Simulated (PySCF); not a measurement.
Isomers of C5H10N2. Theory: PySCF 2.14.0, PBE0-D3(BJ)/def2-SVP geometry optimisation, gas phase. Energies are electronic, without zero-point or thermal terms, for one conformer each. No frequencies were run at this level. Point groups hold within 0.08 Å.

**Question.** Order them by energy at this level, lowest first, and give relative energies in kcal/mol.
A. `[CH3:1][NH:2][C@H:3]1[CH:4]=[N:5][CH2:6][CH2:7]1` with C1–N2–C3–C4 77°
B. `[CH2:1]=[N:2]/[N:3]=[CH:4]\[CH:5]([CH3:6])[CH3:7]` with C1–N2–N3–C4 -111°, N3–C4–C5–C6 91°

**Answer.** A (0.0), B (21.4).

As drawn, the lower has an N–H bond, which the higher lacks; the higher has an N–N linkage, which the lower lacks.

```csv
SMILES,E (Eh),E rel (kcal/mol),dipole (D),point group,"A, B, C (MHz)"
CN[C@H]1C=NCC1,-305.45128,0.0,1.45,C1,"5959, 1875, 1582"
C=N/N=C\C(C)C,-305.41721,21.4,2.08,C1,"5026, 1632, 1418"
```

**Question.** How do the relative energies change in single points at PBE0/pcSseg-1 (no added dispersion term) on the same geometries?

**Answer.** 
| SMILES | PBE0-D3(BJ)/def2-SVP (kcal/mol) | PBE0/pcSseg-1 (kcal/mol) | shift |
| --- | --- | --- | --- |
| CN[C@H]1C=NCC1 | 0.0 | 0.0 | 0.0 |
| C=N/N=C\C(C)C | 21.4 | 20.0 | -1.4 |

Each column counts from its own lowest isomer. The order is unchanged; the largest shift is 1.4 kcal/mol.
